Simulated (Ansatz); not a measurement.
C3H9OTa (`[CH3][Ta]([CH3])([CH3])=[O]`). The species carries charge 0 and has multiplicity 1. Ta: def2 effective core potential.

```xyz
14

C     1.540    1.208   -0.674
Ta    0.095    0.095    0.480
C    -1.924    0.753    0.090
C     0.310   -2.035    0.199
O     0.416    0.415    2.131
H     1.670    0.761   -1.668
H     1.164    2.230   -0.819
H     2.520    1.285   -0.197
H    -2.202    1.659    0.634
H    -2.076    0.929   -0.982
H    -2.621   -0.039    0.397
H     1.376   -2.274    0.084
H    -0.202   -2.362   -0.715
H    -0.066   -2.625    1.039
```

Q: List the harmonic frequencies (cm⁻¹, unscaled) at PBE0-D4/def2-TZVP in Ansatz. (Best estimate.)

A: The calculation gave: 38, 40, 61, 139, 139, 143, 217, 218, 423, 481, 483, 535, 571, 572, 600, 601, 608, 1015, 1193, 1193, 1200, 1405, 1413, 1413, 1420, 1420, 1424, 3009, 3009, 3012, 3082, 3084, 3085, 3126, 3127, 3129.

Q: Is this a minimum?

A: Yes, all 36 modes are real.

Q: Give the ideal-gas thermochemistry at 298.15 K and 1 bar (rigid rotor, harmonic oscillator; point group C3, symmetry number 3).

A: Zero-point energy 278.9 kJ/mol; H(298) − E = 308.5 kJ/mol; entropy 419.7 J/(mol·K), of which translation 177.3, rotation 104.7, vibration 137.7; G(298) − E = 183.4 kJ/mol. Modes under 100 cm⁻¹ are hindered rotations or soft bends, so the harmonic entropy is rough.

Q: And at 400, 500, 600, 800 and 1000 K?

A: 
| T (K) | H − E (kJ/mol) | S (J/mol/K) | G − E (kJ/mol) |
| --- | --- | --- | --- |
| 400 | 324.8 | 466.5 | 138.2 |
| 500 | 342.8 | 506.7 | 89.5 |
| 600 | 362.6 | 542.8 | 37.0 |
| 800 | 406.4 | 605.6 | -78.1 |
| 1000 | 454.7 | 659.4 | -204.7 |
